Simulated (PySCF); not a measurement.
## H2FSi, SMILES `F[SiH2]` (charge 0, multiplicity 2)

The numbers are results of PySCF with PBE-D3(BJ)/def2-TZVP // r2SCAN-D4/def2-TZVP, not measurements.

| Property | Value |
|---|---|
| highest occupied spin orbital | -5.35 eV |
| dipole moment | 1.09 D |
| total energy | -10621.70 eV |
| cost | roughly 100 core-seconds |

```xyz
4

F      1.4429    -0.3379    -0.1195
Si    -0.0407     0.0090     0.3861
H     -0.9612    -1.0357    -0.1406
H     -0.4004     1.3557    -0.1365
```
Charge 0, spin multiplicity 2.
